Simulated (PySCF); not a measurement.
C4H11NOSi (SMILES C=C[Si](C)(N)OC), singlet, geometry from GFN2-xTB; CASSCF(8,8)/STO-3G (PySCF).

PySCF was given this input:
```python
from pyscf import gto, scf, mcscf
import numpy

mol = gto.Mole()
mol.atom = '''
    C    -2.53958226    0.30281402   -1.23233888
    C    -1.23529479    0.11034497   -1.33529865
    Si   -0.06779931   -0.00750061    0.14220551
    C    -0.15886330    1.52813641    1.26253012
    N    -0.29521339   -1.35788197    1.21333833
    O     1.35684291   -0.19584356   -0.63231778
    C     2.61895940   -0.33797256   -0.05286576
    H    -3.19440973    0.35519074   -2.08933159
    H    -3.01943175    0.42117145   -0.27355075
    H    -0.80884991   -0.00082124   -2.32385222
    H    -1.17486688    1.72291046    1.58914938
    H     0.45464765    1.40924246    2.15091379
    H     0.18644691    2.41276254    0.73579826
    H    -0.17302902   -2.28265934    0.82898402
    H    -1.09454854   -1.35511637    1.82581664
    H     2.61188250   -1.11588257    0.71300826
    H     2.93930147    0.60053467    0.40611106
    H     3.32248366   -0.61033925   -0.84091083
'''
mol.basis = 'sto-3g'
mol.verbose = 4
mol.build()

mf = scf.RHF(mol)
mf.kernel()
mc = mcscf.CASSCF(mf, 8, 8)
mc.fix_spin_(ss=0.0)
mc.kernel()
occ = numpy.linalg.eigvalsh(mc.fcisolver.make_rdm1(mc.ci, mc.ncas, mc.nelecas))[::-1]
ss = mc.fcisolver.spin_square(mc.ci, mc.ncas, mc.nelecas)[0]
print('natural occupations', occ.round(4), ' <S^2>', round(ss, 4))
```

Problem. Write the output that PySCF gives for this input, abridged.

Solution. 
```
PySCF version 2.14.0

[INPUT] verbose = 4
[INPUT] num. atoms = 18
[INPUT] num. electrons = 64
[INPUT] charge = 0
[INPUT] spin (= nelec alpha-beta = 2S) = 0
[INPUT] symmetry False subgroup None
[INPUT] Mole.unit = angstrom
[INPUT] Symbol           X                Y                Z      unit          X                Y                Z       unit  Magmom
[...]
nuclear repulsion = 390.933901892653
number of shells = 34
number of NR pGTOs = 150
number of NR cGTOs = 50
basis = sto-3g
ecp = {}

******** <class 'pyscf.scf.hf.RHF'> ********
method = RHF
initial guess = minao
damping factor = 0
level_shift factor = 0
DIIS = <class 'pyscf.scf.diis.CDIIS'>
diis_start_cycle = 1
diis_space = 8
diis_damp = 0
SCF conv_tol = 1e-09
SCF conv_tol_grad = None
SCF max_cycles = 50
direct_scf = True
direct_scf_tol = 1e-13
Set gradient conv threshold to 3.16228e-05
Initial guess from minao.
init E= -570.22204364313
[...]
cycle= 1 E= -569.123645455935  delta_E=  1.1  |g|= 0.548  |ddm|= 5.07
[...]
cycle= 2 E= -569.228198695903  delta_E= -0.105  |g|= 0.15  |ddm|= 0.946
[...]
cycle= 3 E= -569.235516290101  delta_E= -0.00732  |g|= 0.0336  |ddm|= 0.236
[...]
cycle= 4 E= -569.236051786891  delta_E= -0.000535  |g|= 0.0122  |ddm|= 0.0731
[...]
cycle= 5 E= -569.23610172741  delta_E= -4.99e-05  |g|= 0.00208  |ddm|= 0.0191
[...]
cycle= 6 E= -569.236104735754  delta_E= -3.01e-06  |g|= 0.000775  |ddm|= 0.00566
[...]
cycle= 7 E= -569.236105052761  delta_E= -3.17e-07  |g|= 0.000161  |ddm|= 0.00196
[...]
cycle= 8 E= -569.236105068996  delta_E= -1.62e-08  |g|= 5.61e-05  |ddm|= 0.000397
[...]
cycle= 9 E= -569.23610507106  delta_E= -2.06e-09  |g|= 1.01e-05  |ddm|= 0.000155
[...]
cycle= 10 E= -569.236105071128  delta_E= -6.84e-11  |g|= 1.94e-06  |ddm|= 2.81e-05
[...]
Extra cycle  E= -569.236105071132  delta_E= -3.87e-12  |g|= 7.48e-07  |ddm|= 4.08e-06
converged SCF energy = -569.236105071132

******** <class 'pyscf.mcscf.mc1step.CASSCF'> ********
CAS (4e+4e, 8o), ncore = 28, nvir = 14
max_cycle_macro = 50
max_cycle_micro = 4
conv_tol = 1e-07
conv_tol_grad = None
orbital rotation max_stepsize = 0.02
orbital rotation threshold for CI restart = 0.01
augmented hessian ah_max_cycle = 30
augmented hessian ah_conv_tol = 1e-12
augmented hessian ah_linear dependence = 1e-14
augmented hessian ah_level shift = 1e-08
augmented hessian ah_start_tol = 2.5
augmented hessian ah_start_cycle = 3
augmented hessian ah_grad_trust_region = 3
kf_trust_region = 3
kf_interval = 4
ci_response_space = 4
ci_grad_trust_region = 3
with_dep4 0
natorb = False
canonicalization = True
sorting_mo_energy = False
ao2mo_level = 2
internal_rotation = False
******** <class 'pyscf.fci.addons.SpinPenaltyFCISolver'> ********
max. cycles = 50
conv_tol = 1e-08
davidson only = True
linear dependence = 1e-12
level shift = 0.001
max iter space = 12
nroots = 1
pspace_size = 400
spin = None
CASCI E = -569.273672546287  S^2 = 0.0000000
Set conv_tol_grad to 0.000316228
macro iter   1 ( 21 JK    4 micro), CASSCF E = -569.290073773240  dE = -1.64012270e-02  S^2 = 0.0000000
               |grad[o]|=0.0287  |grad[c]|=0.0586  |ddm|=0.0571  |maxRot[o]|=0.309
macro iter   2 ( 21 JK    4 micro), CASSCF E = -569.301574681669  dE = -1.15009084e-02  S^2 = 0.0000000
               |grad[o]|=0.0229  |grad[c]|=0.0426  |ddm|=0.0293  |maxRot[o]|=0.176
macro iter   3 ( 21 JK    4 micro), CASSCF E = -569.305536643827  dE = -3.96196216e-03  S^2 = 0.0000000
               |grad[o]|=0.0168  |grad[c]|=0.0149  |ddm|=0.0174  |maxRot[o]|=0.191
macro iter   4 ( 21 JK    4 micro), CASSCF E = -569.307857725729  dE = -2.32108190e-03  S^2 = 0.0000000
               |grad[o]|=0.0125  |grad[c]|=0.0192  |ddm|=0.00472  |maxRot[o]|=0.201
macro iter   5 ( 21 JK    4 micro), CASSCF E = -569.310125760405  dE = -2.26803468e-03  S^2 = 0.0000000
               |grad[o]|=0.0109  |grad[c]|=0.0203  |ddm|=0.00442  |maxRot[o]|=0.0875
macro iter   6 ( 21 JK    4 micro), CASSCF E = -569.310952700845  dE = -8.26940440e-04  S^2 = 0.0000000
               |grad[o]|=0.00836  |grad[c]|=0.00802  |ddm|=0.00431  |maxRot[o]|=0.0467
macro iter   7 ( 21 JK    4 micro), CASSCF E = -569.312106831050  dE = -1.15413020e-03  S^2 = 0.0000000
               |grad[o]|=0.00684  |grad[c]|=0.0178  |ddm|=0.00378  |maxRot[o]|=0.0742
macro iter   8 ( 12 JK    3 micro), CASSCF E = -569.313348643887  dE = -1.24181284e-03  S^2 = 0.0000000
               |grad[o]|=0.00493  |grad[c]|=0.0491  |ddm|=0.0455  |maxRot[o]|=0.148
macro iter   9 ( 21 JK    4 micro), CASSCF E = -569.316227732365  dE = -2.87908848e-03  S^2 = 0.0000000
               |grad[o]|=0.00587  |grad[c]|=0.0564  |ddm|=0.0406  |maxRot[o]|=0.205
macro iter  10 ( 12 JK    3 micro), CASSCF E = -569.321381367853  dE = -5.15363549e-03  S^2 = 0.0000000
               |grad[o]|=0.0118  |grad[c]|=0.0495  |ddm|=0.0462  |maxRot[o]|=0.148
macro iter  11 ( 21 JK    4 micro), CASSCF E = -569.322930183699  dE = -1.54881585e-03  S^2 = 0.0000000
               |grad[o]|=0.0129  |grad[c]|=0.0397  |ddm|=0.0245  |maxRot[o]|=0.0895
macro iter  12 ( 21 JK    4 micro), CASSCF E = -569.323663461520  dE = -7.33277821e-04  S^2 = 0.0000000
               |grad[o]|=0.0121  |grad[c]|=0.0408  |ddm|=0.0227  |maxRot[o]|=0.0532
macro iter  13 ( 21 JK    4 micro), CASSCF E = -569.323954607506  dE = -2.91145985e-04  S^2 = 0.0000000
               |grad[o]|=0.0124  |grad[c]|=0.0373  |ddm|=0.0192  |maxRot[o]|=0.044
macro iter  14 ( 21 JK    4 micro), CASSCF E = -569.323962099872  dE = -7.49236642e-06  S^2 = 0.0000000
               |grad[o]|=0.0126  |grad[c]|=0.0333  |ddm|=0.016  |maxRot[o]|=0.0389
macro iter  15 ( 21 JK    4 micro), CASSCF E = -569.323764322816  dE =  1.97777057e-04  S^2 = 0.0000000
               |grad[o]|=0.0127  |grad[c]|=0.0293  |ddm|=0.0137  |maxRot[o]|=0.0312
macro iter  16 ( 21 JK    4 micro), CASSCF E = -569.326336381689  dE = -2.57205887e-03  S^2 = 0.0000000
               |grad[o]|=0.0129  |grad[c]|=0.0111  |ddm|=0.00466  |maxRot[o]|= 0.06
macro iter  17 ( 12 JK    3 micro), CASSCF E = -569.326409729304  dE = -7.33476153e-05  S^2 = 0.0000000
               |grad[o]|=0.011  |grad[c]|=0.00218  |ddm|=0.00177  |maxRot[o]|=0.0154
macro iter  18 ( 21 JK    4 micro), CASSCF E = -569.326360868367  dE =  4.88609370e-05  S^2 = 0.0000000
               |grad[o]|=0.0108  |grad[c]|=0.0149  |ddm|=0.00606  |maxRot[o]|=0.00723
macro iter  19 ( 17 JK    4 micro), CASSCF E = -569.328413657140  dE = -2.05278877e-03  S^2 = 0.0000000
               |grad[o]|=0.0109  |grad[c]|=0.00809  |ddm|=0.00534  |maxRot[o]|=0.051
macro iter  20 ( 11 JK    3 micro), CASSCF E = -569.329163042190  dE = -7.49385050e-04  S^2 = 0.0000000
               |grad[o]|=0.00911  |grad[c]|=0.00281  |ddm|=0.00222  |maxRot[o]|=0.0232
macro iter  21 ( 21 JK    4 micro), CASSCF E = -569.329136859606  dE =  2.61825843e-05  S^2 = 0.0000000
               |grad[o]|=0.00832  |grad[c]|=0.0116  |ddm|=0.0042  |maxRot[o]|=0.00476
macro iter  22 ( 16 JK    4 micro), CASSCF E = -569.330400099194  dE = -1.26323959e-03  S^2 = 0.0000000
               |grad[o]|=0.0084  |grad[c]|=0.00547  |ddm|=0.00312  |maxRot[o]|=0.0407
macro iter  23 ( 21 JK    4 micro), CASSCF E = -569.330413376927  dE = -1.32777332e-05  S^2 = 0.0000000
               |grad[o]|=0.00655  |grad[c]|=0.00661  |ddm|=0.00219  |maxRot[o]|=0.00927
macro iter  24 ( 21 JK    4 micro), CASSCF E = -569.330360671708  dE =  5.27052192e-05  S^2 = 0.0000000
               |grad[o]|=0.00655  |grad[c]|=0.011  |ddm|=0.00361  |maxRot[o]|=0.00432
macro iter  25 ( 16 JK    4 micro), CASSCF E = -569.330907567494  dE = -5.46895786e-04  S^2 = 0.0000000
               |grad[o]|=0.00669  |grad[c]|=0.00235  |ddm|=0.00119  |maxRot[o]|=0.0222
macro iter  26 ( 21 JK    4 micro), CASSCF E = -569.330926437878  dE = -1.88703847e-05  S^2 = 0.0000000
               |grad[o]|=0.0056  |grad[c]|=0.00631  |ddm|=0.00191  |maxRot[o]|=0.00299
macro iter  27 ( 21 JK    4 micro), CASSCF E = -569.330889022288  dE =  3.74155908e-05  S^2 = 0.0000000
               |grad[o]|=0.00558  |grad[c]|=0.0113  |ddm|=0.00347  |maxRot[o]|=0.00387
macro iter  28 ( 21 JK    4 micro), CASSCF E = -569.331570966216  dE = -6.81943928e-04  S^2 = 0.0000000
               |grad[o]|=0.00572  |grad[c]|=0.00226  |ddm|=0.000963  |maxRot[o]|=0.0322
macro iter  29 ( 21 JK    4 micro), CASSCF E = -569.331578681679  dE = -7.71546331e-06  S^2 = 0.0000000
               |grad[o]|=0.00393  |grad[c]|=0.00632  |ddm|=0.00188  |maxRot[o]|=0.00588
macro iter  30 (  7 JK    2 micro), CASSCF E = -569.332120927177  dE = -5.42245498e-04  S^2 = 0.0000000
               |grad[o]|=0.00393  |grad[c]|=0.00856  |ddm|=0.00345  |maxRot[o]|=0.0468
macro iter  31 (  9 JK    4 micro), CASSCF E = -569.332137976464  dE = -1.70492867e-05  S^2 = 0.0000000
               |grad[o]|=0.00126  |grad[c]|=0.00204  |ddm|=0.000912  |maxRot[o]|=0.00545
macro iter  32 (  7 JK    3 micro), CASSCF E = -569.332177436288  dE = -3.94598245e-05  S^2 = 0.0000000
               |grad[o]|=0.00111  |grad[c]|=0.00166  |ddm|=0.000438  |maxRot[o]|=0.0173
macro iter  33 (  3 JK    1 micro), CASSCF E = -569.332177562982  dE = -1.26694317e-07  S^2 = 0.0000000
               |grad[o]|=9.19e-05  |grad[c]|=0.000131  |ddm|=6.91e-05  |maxRot[o]|=0.00101
macro iter  34 (  1 JK    1 micro), CASSCF E = -569.332177562996  dE = -1.34150469e-11  S^2 = 0.0000000
               |grad[o]|=2.3e-05  |grad[c]|=7.02e-06  |ddm|=    0  |maxRot[o]|=    0
1-step CASSCF converged in  34 macro (585 JK 123 micro) steps
CASSCF canonicalization
Density matrix diagonal elements [1.9783597  1.90820531 1.96992992 1.96478215 0.11456195 0.02341046
 0.01784675 0.02290377]
CASSCF energy = -569.332177562996
CASCI E = -569.332177562996  E(CI) = -13.4547813067309  S^2 = 0.0000000
natural occupations [1.9834 1.9793 1.9748 1.8849 0.1157 0.0241 0.021  0.0168]  <S^2> 0.0
```
